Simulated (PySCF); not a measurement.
# Polarisability and C₆ of N (nitrogen, neutral)

[He] 2s2 2p3, high-spin 4S determinant. Computed with PySCF 2.14 in x2c-QZVPPall with one added diffuse shell each of s, p, d, f type (8s5p4d3f1g, 73 functions), with the spin-free X2C one-electron Hamiltonian (Gaussian nucleus). Coupled (time-dependent) response in atomic units; α is the mean over directions.

```json
{"method": "UHF", "mean α (bohr³)": "7.155", "C₆ (like pair)": "23.22", "S(−4)": "28.09"}
{"method": "PBE", "mean α (bohr³)": "8.226", "C₆ (like pair)": "28.33", "S(−4)": "36.71"}
{"method": "PBE0", "mean α (bohr³)": "7.740", "C₆ (like pair)": "26.17", "S(−4)": "31.32"}
{"method": "B3LYP", "mean α (bohr³)": "7.771", "C₆ (like pair)": "26.29", "S(−4)": "31.51"}
{"method": "TPSSh", "mean α (bohr³)": "7.887", "C₆ (like pair)": "27.04", "S(−4)": "32.31"}
```

S(−4) is the Cauchy moment in α(ω) = α(0) + S(−4) ω² + …

Reference α: 7.4 ± 0.2 bohr³ (recommended; Schwerdtfeger and Nagle, table of static dipole polarizabilities (2023 update)). Published C₆: 24.20 (Chu and Dalgarno (2004); Tang, Norbeck and Certain (1976)).

α(iu) at B3LYP:

| u (hartree) | α(iu) (bohr³) |
| --- | --- |
| 0 | 7.771 |
| 0.0500 | 7.693 |
| 0.100 | 7.473 |
| 0.200 | 6.742 |
| 0.300 | 5.868 |
| 0.500 | 4.308 |
| 0.750 | 2.983 |
| 1.00 | 2.160 |
| 1.50 | 1.269 |
| 2.00 | 0.8303 |
| 3.00 | 0.4329 |
| 5.00 | 0.1790 |

A single London oscillator, α(iu) = α/(1 + u²/ω²), gives C₆ = (3/4) ω α². Matching the computed C₆ needs ω = 4 × 26.29 / (3 × 7.771²) = 0.580 hartree.
